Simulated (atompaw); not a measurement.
# LDA (PW92) PAW (atompaw) dataset for bismuth, scalar-relativistic all-electron reference.

atompaw 4.2.0.5 was run on this input:

```
Bi 83
LDA-PW scalarrelativistic loggrid 2001 logderivrange -4 5 226
6 6 5 4 0 0
6 1 3
0 0 0
c
c
c
c
c
v
c
c
c
c
v
c
c
v
c
2
2.55 2.45 2.25 1.65
y
-0.75
n
y
3
n
y
1.1
n
custom rrkj gramschmidtortho sinc
bessel
2.55
2.55
2.55
2.55
2.55
2.55
PWSCFOUT
UPFDX 0.0125d0 UPFXMIN -7.d0 UPFZMESH 83.d0
END
```

Command:

```bash
atompaw < Bi.input > Bi.log
```

The program printed (summary file):

```
Completed calculations for Bi (AE)

 Exchange-correlation type: LDA, Perdew-Wang correlation

 Radial integration grid is logarithmic
 r0 =   8.3003918E-05 h =   6.8893252E-03   n =      2001 rmax =   8.0000000E+01

 Scalar relativistic calculation

 AEatom converged in  49 iterations
   nz     =  83.00
   delta  =       1.648414621964E-15

 All Electron Orbital energies:
  n  l      occupancy      energy
  1  0      2.0000000E+00 -6.6603053E+03
  2  0      2.0000000E+00 -1.1967632E+03
  3  0      2.0000000E+00 -2.8885773E+02
  4  0      2.0000000E+00 -6.6243110E+01
  5  0      2.0000000E+00 -1.1614860E+01
  6  0      2.0000000E+00 -1.0847129E+00
  2  1      6.0000000E+00 -1.0239119E+03
  3  1      6.0000000E+00 -2.3949416E+02
  4  1      6.0000000E+00 -5.0069016E+01
  5  1      6.0000000E+00 -7.0529413E+00
  6  1      3.0000000E+00 -3.5048614E-01
  3  2      1.0000000E+01 -1.8989651E+02
  4  2      1.0000000E+01 -3.1596735E+01
  5  2      1.0000000E+01 -1.9983190E+00
  4  3      1.4000000E+01 -1.1241349E+01

 Total energy
   Total                    :   -43038.62236616960581

 ---
 Completed calculations for Bi (SC)

 Exchange-correlation type: LDA, Perdew-Wang correlation

 Radial integration grid is logarithmic
 r0 =   8.3003918E-05 h =   6.8893252E-03   n =      2001 rmax =   8.0000000E+01

 Scalar relativistic calculation

 SCatom converged in   4 iterations
   nz     =  83.00
   delta  =       7.520426337555E-15

 Valence Electron Orbital energies:
  n  l      occupancy      energy
   6  0      2.0000000E+00 -1.0847129E+00
   6  1      3.0000000E+00 -3.5048614E-01
   5  2      1.0000000E+01 -1.9983190E+00

 Total energy
   Total                    :   -43038.62236614990979
   Valence                  :     -883.24865906605942

 PAW parameters:
       lmax =            2
         rc =    2.5531619166363040
        irc =         1501
   rc_shape =    2.4667088011230365
    rc_vloc =    2.2553843737906343
    rc_core =    1.6541501989737895
   Vloc: truncated form - Vps(r)=A.sin(qr)/r for r<rc
   Projector type: RRKJ pseudization + Gram-Schmidt ortho.
   Sinc^2 compensation charge shape zeroed at   2.4667E+00

 Number of basis functions     6
 No.   n  nodes  l      Energy         Cp coeff         Occ
  1    6    5    0   -0.1084713E+01  0.1000000E+01  0.2000000E+01
  2  999    6    0   -0.7500000E+00  0.3404279E-02  0.0000000E+00
  3    6    4    1   -0.3504861E+00  0.1000000E+01  0.3000000E+01
  4  999    5    1    0.3000000E+01  0.2349542E+00  0.0000000E+00
  5    5    2    2   -0.1998319E+01  0.1000000E+01  0.1000000E+02
  6  999    3    2    0.1100000E+01  0.2153477E+00  0.0000000E+00

 Eigenvalues of overlap operator (in the basis of projectors):
    1        1.09414477E-01
    2        1.57110053E-01
    3        3.52020051E-01
    4        1.53931123E+00
    5        1.85905617E+00
    6        5.87664128E+01

 Orbital leakage outside PAW augmentation regions
   orb  is_core?  %out_of_sphere
   1 0    T           0.00
   2 0    T           0.00
   3 0    T           0.00
   4 0    T           0.00
   5 0    T           0.00
   6 0    F          26.51
   2 1    T           0.00
   3 1    T          -0.00
   4 1    T           0.00
   5 1    T           0.03
   6 1    F          61.69
   3 2    T           0.00
   4 2    T           0.00
   5 2    F           1.57
   4 3    T           0.00

 Summary of PAW energies
   Total valence energy     :   -883.24867070593120
   Smooth energy            :     16.40800789351051
   One center               :   -899.65667859944176
   Smooth kinetic           :     14.69186274366927
   Vloc energy              :      5.27710344951330
   Smooth exch-corr         :    -10.48544162240967
   One-center xc            :   -755.79622509254955
```

The run took about 16 s on one core of a shared server CPU.
